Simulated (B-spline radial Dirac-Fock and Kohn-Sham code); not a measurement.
**Electron momentum distribution of P⁵⁺: Compton profiles**

System: P⁵⁺, configuration [He] 2s2 2p6.

These are calculated numbers from a radial B-spline solver; the model is the impulse approximation on configuration-average Dirac-Fock orbitals. pz is in atomic units of momentum; subshell profiles are per electron, for a selection of subshells; open shells are spread over both j values by their weights.

| pz | J total | J 2s1/2 | J 2p1/2 | J 2p3/2 |
| --- | --- | --- | --- | --- |
| 1 | 1.287 | 0.195 | 0.130 | 0.130 |
| 1.2 | 1.237 | 0.176 | 0.128 | 0.128 |
| 1.4 | 1.180 | 0.156 | 0.125 | 0.126 |
| 1.6 | 1.117 | 0.136 | 0.122 | 0.122 |
| 1.8 | 1.050 | 0.117 | 0.117 | 0.117 |
| 2 | 0.9805 | 0.0991 | 0.112 | 0.112 |
| 2.5 | 0.8070 | 0.0618 | 0.0960 | 0.0960 |
| 3 | 0.6478 | 0.0360 | 0.0788 | 0.0787 |
| 4 | 0.4058 | 0.0113 | 0.0484 | 0.0482 |
| 5 | 0.2590 | 0.00498 | 0.0278 | 0.0276 |
| 7 | 0.1226 | 0.00406 | 0.00885 | 0.00873 |
| 10 | 0.05229 | 0.00285 | 0.00177 | 0.00174 |
| 15 | 0.01620 | 0.000913 | 0.000184 | 0.000178 |
| 20 | 0.005695 | 0.000288 | 2.95e-05 | 2.82e-05 |
| 30 | 0.0009582 | 4.13e-05 | 1.81e-06 | 1.68e-06 |
| 40 | 0.0002283 | 9.10e-06 | < 1e-6 | < 1e-6 |
| 60 | 2.625e-05 | < 1e-6 | < 1e-6 | < 1e-6 |

Question: What is the peak value J(0), and which subshell contributes most to it?

Answer: J(0) = 1.407. The 2p3/2 subshell gives the largest part, 38 %.

Mean momentum ⟨p⟩ by subshell (a.u.): 1s1/2 12.4, 2s1/2 3.64, 2p1/2 4.86, 2p3/2 4.84.
